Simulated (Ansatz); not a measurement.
Molecule: sum formula SiHCl (charge 0, triplet). This is an excited triplet: at this geometry the singlet lies 1.19 eV lower at CCSD(T)/CBS(aug-cc-pV(T+d)Z,aug-cc-pV(Q+d)Z). 
Structure (B3LYP-D3(BJ)/def2-TZVP (Ansatz, an electronic-structure program) minimum search):
```
Si
H 1 1.4917
Cl 1 2.0637 2 115.14
```
Charge 0, spin multiplicity 3.

Basis-set convergence of Hartree-Fock and CCSD correlation energies (hartree) with Ansatz. Cores are frozen in the correlated levels unless marked. UHF or UKS for open shells. No spin-orbit coupling. Non-relativistic.

```tsv
basis	functions	E(HF)	E(corr, CCSD)
def2-SVPD	59	-748.74981	-0.23714
def2-TZVPPD	116	-749.00270	-0.30001
def2-QZVPPD	188	-749.02363	-0.32274
```

Extrapolating the two largest sets (X = 3 and 4) as X^-3: E(corr) = (64·(-0.32274) - 27·(-0.30001))/37 = -0.3393 Eh, an estimate of the basis-set limit. The largest set recovers 95.1 % of it, the smallest 69.9 %.
